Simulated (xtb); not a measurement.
xtb input (GFN1-xTB):

```bash
xtb mol.xyz --gfn 1 --sp --chrg 1 --uhf 0
```
mol.xyz:
```
2

Si    -0.00000000    -0.00000000    -1.51599915
Br     0.00000000     0.00000000     0.60639966
```

Output:

```
           -------------------------------------------------
          |                Calculation Setup                |
           -------------------------------------------------

           -------------------------------------------------
          |                 G F N 1 - x T B                 |
           -------------------------------------------------

        Reference                      10.1021/acs.jctc.7b00118
      * Hamiltonian:
        H0-scaling (s, p, d)           1.850000    2.250000    2.000000
        zeta-weighting                 0.000000
      * Dispersion:
        s8                             2.400000
        a1                             0.630000
        a2                             5.000000
        s9                             0.000000
      * Repulsion:
        kExp                           1.500000
        rExp                           1.000000
      * Coulomb:
        alpha                          2.000000
        third order                    atomic
        anisotropic                    false
      * Halogen bond correction:
        rad-scale                      1.300000
        damping                        0.440000

          ...................................................
          :                      SETUP                      :
          :.................................................:
          :  # basis functions                  20          :
          :  # atomic orbitals                  18          :
          :  # shells                            6          :
          :  # electrons                        10          :
          :  # halogen bonds                     0          :
          :  max. iterations                   250          :
          :  Hamiltonian                  GFN1-xTB          :
          :  restarted?                      false          :
          :  GBSA solvation                  false          :
          :  PC potential                    false          :
          :  electronic temp.          300.0000000     K    :
          :  accuracy                    1.0000000          :
          :  -> integral cutoff          0.2500000E+02      :
          :  -> integral neglect         0.1000000E-07      :
          :  -> SCF convergence          0.1000000E-05 Eh   :
          :  -> wf. convergence          0.2000000E-04 e    :
          :  Broyden damping             0.4000000          :
          :  net charge                          1          :
          :  unpaired electrons                  0          :
          ...................................................

 iter      E             dE          RMSdq      gap      omega  full diag
   1     -4.9835481 -0.498355E+01  0.121E+01    5.47       0.0  T
   2     -4.9727384  0.108097E-01  0.802E+00    2.85       1.0  T
   3     -5.1807080 -0.207970E+00  0.608E+00    5.06       1.0  T
   4     -5.2836537 -0.102946E+00  0.457E-01    4.00       1.0  T
   5     -5.2826011  0.105261E-02  0.642E-01    4.16       1.0  T
   6     -5.2836841 -0.108308E-02  0.157E-01    4.03       1.0  T
   7     -5.2837716 -0.875100E-04  0.256E-02    4.05       2.8  T
   8     -5.2837738 -0.214435E-05  0.648E-03    4.05      10.9  T
   9     -5.2837739 -0.104496E-06  0.199E-04    4.05     356.0  T
  10     -5.2837739 -0.852172E-10  0.891E-06    4.05    7934.2  T

   *** convergence criteria satisfied after 10 iterations ***

         #    Occupation            Energy/Eh            Energy/eV
      -------------------------------------------------------------
         1        2.0000           -0.9896599             -26.9300
         2        2.0000           -0.8482628             -23.0824
         3        2.0000           -0.7252271             -19.7344
         4        2.0000           -0.7252271             -19.7344
         5        2.0000           -0.6901968             -18.7812 (HOMO)
         6                         -0.5412372             -14.7278 (LUMO)
         7                         -0.5412372             -14.7278
         8                         -0.4700429             -12.7905
         9                         -0.4115539             -11.1990
        10                         -0.4115539             -11.1990
       ...                                ...                  ...
        18                          0.6793180              18.4852
      -------------------------------------------------------------
                  HL-Gap            0.1489596 Eh            4.0534 eV
             Fermi-level           -0.6157170 Eh          -16.7545 eV

 SCC (total)                   0 d,  0 h,  0 min,  0.005 sec
 SCC setup                      ...        0 min,  0.000 sec (  3.186%)
 Dispersion                     ...        0 min,  0.000 sec (  1.605%)
 classical contributions        ...        0 min,  0.000 sec (  0.967%)
 integral evaluation            ...        0 min,  0.001 sec ( 20.612%)
 iterations                     ...        0 min,  0.002 sec ( 44.304%)
 molecular gradient             ...        0 min,  0.001 sec ( 21.464%)
 printout                       ...        0 min,  0.000 sec (  7.286%)

         :::::::::::::::::::::::::::::::::::::::::::::::::::::
         ::                     SUMMARY                     ::
         :::::::::::::::::::::::::::::::::::::::::::::::::::::
         :: total energy              -5.251108893006 Eh    ::
         :: gradient norm              0.088672552183 Eh/a0 ::
         :: HOMO-LUMO gap              4.053395688625 eV    ::
         ::.................................................::
         :: SCC energy                -5.283773888489 Eh    ::
         :: -> electrostatic           0.110792043306 Eh    ::
         :: repulsion energy           0.033143650692 Eh    ::
         :: dispersion energy         -0.000478655209 Eh    ::
         :: halogen bond corr.         0.000000000000 Eh    ::
         :: add. restraining           0.000000000000 Eh    ::
         :: total charge               1.000000000000 e     ::
         :::::::::::::::::::::::::::::::::::::::::::::::::::::

           -------------------------------------------------
          |                Property Printout                |
           -------------------------------------------------

    * Orbital Energies and Occupations

         #    Occupation            Energy/Eh            Energy/eV
      -------------------------------------------------------------
         1        2.0000           -0.9896599             -26.9300
         2        2.0000           -0.8482628             -23.0824
         3        2.0000           -0.7252271             -19.7344
         4        2.0000           -0.7252271             -19.7344
         5        2.0000           -0.6901968             -18.7812 (HOMO)
         6                         -0.5412372             -14.7278 (LUMO)
         7                         -0.5412372             -14.7278
         8                         -0.4700429             -12.7905
         9                         -0.4115539             -11.1990
        10                         -0.4115539             -11.1990
        11                         -0.3809874             -10.3672
        12                         -0.3809874             -10.3672
        13                         -0.3311202              -9.0102
        14                         -0.3311202              -9.0102
        15                         -0.3177771              -8.6472
        16                         -0.0753447              -2.0502
       ...                                ...                  ...
        18                          0.6793180              18.4852
      -------------------------------------------------------------
                  HL-Gap            0.1489596 Eh            4.0534 eV
Note: The following floating-point exceptions are signalling: IEEE_DENORMAL
normal termination of xtb
             Fermi-level           -0.6157170 Eh          -16.7545 eV

  Mulliken/CM5 charges         n(s)   n(p)   n(d)
     1Si    0.86856  0.79268   1.874  0.810  0.448
     2Br    0.13144  0.20732   1.883  4.984  0.002

Wiberg/Mayer (AO) data.
largest (>0.10) Wiberg bond orders for each atom

 ---------------------------------------------------------------------------
     #   Z sym  total        # sym  WBO       # sym  WBO       # sym  WBO
 ---------------------------------------------------------------------------
     1  14 Si   1.854 --     2 Br   1.854
     2  35 Br   1.854 --     1 Si   1.854
 ---------------------------------------------------------------------------

Topologies differ in total number of bonds
Writing topology from bond orders to xtbtopo.mol

 dipole moment from electron density (au)
     X       Y       Z
   0.0000   0.0000  -3.3108  total (Debye):    8.415

           -------------------------------------------------
          | TOTAL ENERGY               -5.251108893006 Eh   |
          | GRADIENT NORM               0.088672552183 Eh/α |
          | HOMO-LUMO GAP               4.053395688625 eV   |
           -------------------------------------------------

------------------------------------------------------------------------
------------------------------------------------------------------------
 total:
 SCF:
```
